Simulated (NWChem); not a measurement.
Spin states of CH3Li

```xyz
5

Li     0.9287    -1.2907     0.0000
C     -0.2231     0.3101     0.0000
H     -0.8949     0.3739     0.8799
H     -0.8949     0.3739    -0.8799
H      0.3422     1.2640     0.0000
```
Charge 0, spin multiplicity 1.

The numbers come from NWChem runs, not from measurements. Structure: optimised with PBE0/def2-SVP, a minimum by its harmonic frequencies.

Basis set: def2-TZVP. The gap is E(triplet) − E(singlet) at the geometry of the singlet, so a negative value puts the higher spin lower. Open shells are unrestricted, and the singlet is the closed-shell solution. The triplet is the single determinant that the SCF runs reached, with unpaired electrons in orbitals of symmetry a' and a' (Cs labels); it need not be the lowest triplet, which in molecules with degenerate π orbitals can need several determinants.

The correlated methods keep 1 core orbital frozen. B3LYP has NWChem's definition, with VWN1-RPA local correlation. The structure started from a generated list of species. The stability of the SCF solutions was not checked. Open-shell Hartree-Fock references start from PBE0 orbitals.

For the vertical singlet-triplet gap, B3LYP gives 67.3 kcal/mol and PBE gives 66.6 kcal/mol. What do HF, B2PLYP, TPSS give?

HF: 40.4 kcal/mol; B2PLYP: 67.7 kcal/mol; TPSS: 65.8 kcal/mol.
